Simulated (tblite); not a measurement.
Problem. Give a GFN2-xTB geometry of `[SiH3][SiH2][SiH]([SiH3])[SiH3]`.

Solution. 
```xyz
17
Si5H12 angstrom
Si    -2.9574   -1.3095   -0.1407
Si    -0.7295   -1.3446    0.4805
Si     0.6698    0.2975   -0.4246
Si     2.9350   -0.2394   -0.3959
Si     0.2334    2.4052    0.4576
H     -3.4023    0.0665   -0.3834
H     -3.1947   -2.0493   -1.3827
H     -3.8764   -1.8706    0.8528
H     -0.6320   -1.2469    1.9481
H     -0.1656   -2.6781    0.2066
H      0.2893    0.3745   -1.8585
H      3.2445   -1.4567   -1.1488
H      3.7961    0.8104   -0.9483
H      3.3927   -0.4683    0.9769
H      1.3375    3.3471    0.2589
H     -0.9552    3.0419   -0.1131
H      0.0078    2.3325    1.9036
```

Orientation and origin are arbitrary. Atoms count from 1 in this order. Si2 (SiH2 silicon) is distorted tetrahedral (angles from 102.7° to 117.5°). The 4 Si–Si bonds span 2.313 Å (Si1–Si2, drawn single) to 2.340 Å (Si2–Si3, drawn single), a spread of 0.027 Å. Si1 (SiH3 silicon) is distorted tetrahedral (angles from 106.3° to 114.6°). Si3 (SiH silicon) is distorted tetrahedral (angles from 104.9° to 114.5°).

Bonds between heavy atoms (Å): Si1–Si2 2.313, Si2–Si3 2.340, Si3–Si4 2.328, Si3–Si5 2.326.

The geometry is computed with GFN2-xTB (gas phase).

Point group: C1 (no symmetry element, even within 0.4 Å). Its lowest GFN2-xTB frequency is 5i cm⁻¹, too small to tell a flat minimum from a shallow saddle. One conformer, not necessarily the lowest (Si1–Si2–Si3–Si4 -159°).
